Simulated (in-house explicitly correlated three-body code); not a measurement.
Computed with an exponentially correlated three-body code. Model: two electrons around a point charge, non-relativistic, variational in 260 exponentially correlated functions (energies converged to about 1e-7 hartree, or 1e-8 relative for large Z).

Command:
```bash
python run_hyl.py task.json out
```
Settings (lengths in bohr, energies in hartree):
```
Z                      18
screening              10.8
interaction_strength   1
functions              260
states_tried           1
```

Time taken, with all properties: 9.8 s on 1 thread of Arm Neoverse V2, with other jobs on the host.

**Ground state only, binding against the one-electron ion.**

Given: nuclear charge 18; Yukawa screening of all interactions 10.8 1/bohr.

Computed: one-electron threshold -34.388034 hartree.

```csv
term,energy (hartree),binding (eV)
1 1S,-65.6059709,849.48
```

**Converged states only, values per electron or pair (inverse distances are <exp(-kr)/r>).**

```tsv
term	mean r (bohr)	mean r squared (bohr²)	mean inverse r (1/bohr)	mean r12 (bohr)	mean inverse r12 (1/bohr)	mean cosine	mean p1 dot p2 (bohr⁻²)	delta r1 (bohr⁻³)	delta r12 (bohr⁻³)
1 1S	0.11243	0.017995	7.6866	0.16677	3.0702	-0.0055139	1.0992	1178.1	110.31
```

**Static dipole response.**

```json
{"state": "1 1S", "polarisability (bohr³)": "0.00036775"}
```
